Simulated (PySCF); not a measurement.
# Structure elucidation problem

Molecular formula: C7H12BN. Simulated spectra:

¹H NMR (400 MHz, computed): δ 1.85 (m, 1H), 1.81 (m, 1H), 1.79 (m, 1H), 1.79 (m, 1H), 1.36 (m, 1H), 1.33 (d, 3H), 1.25 (m, 1H), 1.13 (m, 1H), 0.74 (m, 1H), 0.38 (m, 1H).

¹³C{¹H} NMR (computed): δ 130.8, 38.4, 34.3, 29.3, 29.2, 24.8, 18.1.

All values are calculated (PySCF 2.14): NMR shieldings at CAM-B3LYP/pcSseg-1/GIAO, structure optimised with PBE0-D3(BJ)/def2-SVP. Non-relativistic Hamiltonian, isolated molecule, one computed conformer, equivalent nuclei averaged.

Scale: ¹H, ¹³C vs TMS (reference shieldings calculated alike).

Problem. Propose a structure and justify it.

Solution. 
7 carbon signals for 7 carbons: no two carbons are equivalent. Carbon types of the structure: 1 × C, 1 × CH, 4 × CH2, 1 × CH3, which accounts for all hydrogens. δC 130.8: nitrile carbon; C≡N carbons fall here, among the sp2 signals but without a proton. δC 38.4: sp3 CH bonded to B. δC 34.3, 29.2, 24.8: sp3 CH2 in a ring; aliphatic region, no heteroatom directly attached. δC 29.3: sp3 CH2 bonded to B. δC 18.1: methyl carbon; aliphatic region, no heteroatom directly attached. δH 1.85, 0.74: hydrogen on an sp3 CH2 bonded to B. δH 1.81, 1.79, 1.79, 1.36, 1.25, 1.13: hydrogen on an sp3 CH2 in a ring.

Structure: `C[C@@H]1CCCCB1C#N`.

The data come from this structure; uniqueness wasn't tested.

A carbon bonded to boron is broadened by the quadrupolar boron nucleus and is often missing from a measured spectrum. Shifts are as computed, not scaled to solution data. Of 1309 compounds with measured shifts, 239 miss one by over three times the rms of a fit or turn the order of signals round; such compounds aren't used in these exercises. Multiplicities follow the n + 1 count of equivalent neighbours, as no J values were calculated; m marks all less simple cases, F and P coupling included.
